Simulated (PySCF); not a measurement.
Input file for PySCF: R-HF/STO-3G on C2H5F3 (a complex).

```python
from pyscf import gto, scf, dft, mp
from pyscf.data.elements import chemcore

mol = gto.M(
    atom='''
    C     0.08672985   -0.71236164   -0.22889416
    F     0.32033012    0.51066980    0.40338687
    H    -0.02825051   -1.47859878    0.53634464
    H    -0.82289845   -0.62502595   -0.82320302
    H     0.93838050   -0.93642624   -0.87133675
    F     0.02989755   -1.11216262    3.08486284
    C     0.28493594    0.20142357    3.36723849
    F     0.32677353    0.34248939    4.72225178
    H    -0.52937391    0.80654702    2.97105149
    H     1.25675916    0.46397718    2.95153279
    ''',
    basis='sto-3g',
    charge=0, spin=0, verbose=3, max_memory=1800)
mf = scf.RHF(mol)
mf.conv_tol = 1e-8
mf.max_cycle = 100
mf.kernel()
if not mf.converged:
    mf = mf.newton().run(mf.mo_coeff, mf.mo_occ)
```

Predict the final total energy.

-371.7945 hartree.
